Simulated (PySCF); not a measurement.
# [WOF5]−: one run

[WOF5]− (singlet). PySCF 2.14.0, RKS B3LYP, W def2-SVP with ECP60, O def2-SVP, F def2-SVP; non-relativistic Hamiltonian with scalar-relativistic core potentials where named; density fitting; no spin-orbit coupling. Purpose: singlet excitations, Tamm-Dancoff B3LYP.

```python
mol = gto.M(atom='''
W      0.07048    -0.04390     0.04855
O      1.28953    -0.74409     1.07834
F     -0.05404     1.58992     1.02750
F     -1.39048    -0.74536     1.05613
F      1.32191     0.78074    -1.13301
F     -1.31937     0.73348    -1.12229
F     -0.02105    -1.54909    -1.12235''',
    basis={'W': 'def2-SVP', 'O': 'def2-SVP', 'F': 'def2-SVP'},
    ecp={'W': 'def2-SVP'},
    charge=-1, spin=0)
mf = dft.RKS(mol, xc='B3LYP')
mf.grids.atom_grid = (50, 194)
mf = mf.density_fit()  # fitting sets: W def2-universal-JKFIT, O def2-universal-JKFIT, F def2-universal-JKFIT
mf.conv_tol = 1e-08; mf.max_cycle = 55
mf.kernel(dm0)  # dm0: converged density of the relaxed state
td = mf.TDA(); td.nstates = 8; td.kernel()
```

Run from Python with OMP_NUM_THREADS=2; the lines above give its settings. Where DIIS fails, smearing, a level shift and second-order steps follow.
It took 54 s on 2 threads of Arm Neoverse N1, on a shared host, from an already converged density.

(1) Where do the frontier levels lie, over both spins?

(2) What are the Mulliken charges and spins?

(3) Which singlet excitations follow (Tamm-Dancoff, 8 states)?

The geometry was relaxed with BP86 (W def2-SVP with ECP60, O def2-SVP, F def2-SVP).

Answers

(1) HOMO -4.82 eV, LUMO 1.29 eV. 

(2) 
```tsv
atom	charge (e)	spin (e)
W1	1.411	0.000
O2	-0.416	0.000
F3	-0.386	0.000
F4	-0.386	0.000
F5	-0.386	0.000
F6	-0.450	0.000
F7	-0.386	0.000
```

(3) 
```csv
state,eV,oscillator strength
1,4.64,0.0005
2,4.65,0.0005
3,4.73,0.0000
4,5.23,0.0007
5,5.24,0.0007
6,5.42,0.0000
7,5.63,0.0028
8,5.63,0.0028
```
For an anion in a basis without diffuse functions, states above the detachment energy aren't bound: they are resonances at best, or continuum confined by the basis.
Functionals without range separation put charge-transfer states too low; the basis has no diffuse functions.
